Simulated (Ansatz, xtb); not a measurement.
## Isomers of C5H9NS2 in order of energy

5 gas-phase structures of C5H9NS2, from a drawn sample of its isomers (lower ones may exist). Each was relaxed with GFN2-xTB; where two conformers were screened, the lower at r2SCAN-D4/def2-SVP is listed:

A. `[H]/N=C\[C@@H]1CCSSC1`, a singlet
B. `CS/C=C/CC(N)=S`, a singlet
C. `CCCSSCC#N`, a singlet
D. `CC(=S)CCC(N)=S`, a singlet
E. `C[C@@H](CS)[C@@H](S)C#N`, a singlet

**Question.** Which do you expect lowest at r2SCAN-D4/def2-SVP, and how would the others follow?

**Answer.** Calculated order at r2SCAN-D4/def2-SVP: D (0.0), B (7.9), A (9.3), C (11.6), E (15.4) kcal/mol. CCSD(T)/def2-SVP + ΔMP2/def2-TZVPP after further relaxation puts C lowest instead.

Energies above the lowest of each column, in kcal/mol; the last columns are at PBE0-D3(BJ)/def2-SVP geometries:

| structure | GFN2-xTB | HF/STO-3G | r2SCAN-D4/def2-SVP | PBE0-D3(BJ)/def2-SVP | CCSD(T)/def2-SVP + ΔMP2/def2-TZVPP |
| --- | --- | --- | --- | --- | --- |
| D | 8.4 | 53.1 | 0.0 | 0.0 | 3.1 |
| B | 18.2 | 48.0 | 7.9 | 7.0 | 7.1 |
| A | 0.0 | 5.8 | 9.3 | 4.2 | 2.4 |
| C | 7.7 | 0.0 | 11.6 | 9.4 | 0.0 |
| E | 22.0 | 14.0 | 15.4 | 11.9 | 5.2 |

CCSD(T)/def2-SVP + ΔMP2/def2-TZVPP puts C lowest; GFN2-xTB picks A, r2SCAN-D4/def2-SVP picks D, PBE0-D3(BJ)/def2-SVP picks D. CCSD(T)/def2-SVP + ΔMP2/def2-TZVPP orders those it was run on as C (0.0), A (2.4), D (3.1), E (5.2), B (7.1) kcal/mol. Less than 1 kcal/mol parts A and D, so the order within that pair means little. Flexible structures stand in one conformer each, not always the lowest. The ΔMP2 step shifts differences by up to 7.2 kcal/mol, which makes them less sure. ΔMP2 is the change of the MP2 energy from the smaller to the larger basis.

Over these structures GFN2-xTB departs from r2SCAN-D4/def2-SVP by 7.2 kcal/mol on average once a common shift is removed. A GFN2-xTB relaxation took about 0.16 s and the r2SCAN-D4/def2-SVP energy about 2.5 s on a shared host (Ansatz 0.2.0, xtb 6.7.1).
